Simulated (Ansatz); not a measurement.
Gas-phase electronic energies from Ansatz, PBE0-D4/def2-TZVP geometries. CCSD(T)/CBS is the MP2 limit (def2-TZVPP, def2-QZVPP) plus CCSD(T) − MP2 in def2-TZVPP, frozen cores. Functionals use def2-TZVPP. For Se outer-core shells are correlated without core-valence functions, which leaves a few kJ/mol of doubt a bond. Scalar relativity is left out up to krypton. One conformer a species, not always the lowest.

Reaction (ligand exchange at a B–Se bond): `C[Se]B[SiH3]` + `CNC` → `CN(C)B[SiH3]` + `C[SeH]`

| species | PBE-D4 energy (Eh) |
| --- | --- |
| `C[Se]B[SiH3]` | -2757.63352 |
| `CNC` | -135.03362 |
| `CN(C)B[SiH3]` | -451.02966 |
| `C[SeH]` | -2441.65623 |

Problem. Work out ΔE.

Solution. ΔE = (-451.02966) + (-2441.65623) − (-2757.63352) − (-135.03362) = -0.01875 Eh = -11.8 kcal/mol. CCSD(T)/CBS gives -12.1 kcal/mol.

Largest T1 diagnostic among the species: 0.014.
